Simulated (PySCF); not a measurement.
C3H5NSSi, SMILES [SiH3]c1cscn1.

The structure is a stationary point at TPSSh-D3(BJ)/def2-SVP.

Two levels are set side by side: TDA-PBE/def2-SVPD (PySCF) and TDA-ωB97X/def2-SVPD (PySCF). Vertical, same geometry. The lowest singlet is HOMO−1→LUMO 98 % with PBE and HOMO−1→LUMO 93 % with the other functional; states are paired by order. Differences are taken from unrounded values.

```
quantity                              TDA-ωB97X
------------------------------------  ---------
lowest singlet excitation (eV)             5.57
lowest triplet excitation (TDA) (eV)       3.87
```

Q: What does TDA-PBE give, and how far is it from TDA-ωB97X? (Estimate from the structure and the level; the computed values follow.)

A: 
```csv
quantity,TDA-PBE,TDA-PBE minus TDA-ωB97X
lowest singlet excitation (eV),4.72,-0.85
lowest triplet excitation (TDA) (eV),3.81,-0.06
```

A lower first singlet is the usual sign of a functional without exact exchange. Differences between two approximate levels are no errors against the true value.

Rough cost on one machine, each run with all the roots and properties that it gave: TDA-ωB97X against TDA-PBE about 4 times.
